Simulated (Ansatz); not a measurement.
CH6GeOSi, SMILES `[CH3][GeH]1[O][SiH2]1`, relaxed with RKS PBE0-D4/def2-TZVP in the Gaussian-basis code of Ansatz from a PBE-D4/def2-SVP geometry. The force threshold is 0.005 eV/Å; the program also tests the step.

Charge 0, multiplicity 1.

Start:

```xyz
10

C     0.341   -1.684    0.551
Ge   -0.377    0.140    0.627
O     0.941    1.334   -0.123
Si   -0.397    1.602   -1.132
H     0.499   -1.989   -0.500
H    -0.360   -2.392    1.037
H     1.309   -1.707    1.089
H    -0.645    0.598    2.090
H    -1.040    2.961   -1.080
H    -0.272    1.138   -2.559
```

```csv
step,energy (eV),largest force (eV/Å),largest move (Å)
1,-67565.8113,1.022,0.000
2,-67565.8661,0.590,0.031
3,-67565.8797,0.054,0.023
4,-67565.8800,0.018,0.009
5,-67565.8801,0.007,0.007
6,-67565.8802,0.008,0.018
7,-67565.8802,0.010,0.012
8,-67565.8802,0.007,0.017
9,-67565.8803,0.005,0.003
10,-67565.8803,0.003,0.002
```

End:

```xyz
10

C     0.342   -1.670    0.550
Ge   -0.352    0.145    0.623
O     0.913    1.318   -0.156
Si   -0.403    1.579   -1.120
H     0.558   -1.947   -0.481
H    -0.387   -2.368    0.965
H     1.259   -1.724    1.139
H    -0.605    0.610    2.070
H    -1.028    2.925   -1.058
H    -0.296    1.131   -2.533
```

Hardware: 4 threads of a server CPU on a shared host. Wall time 23 s, peak host memory 0.51 GiB.
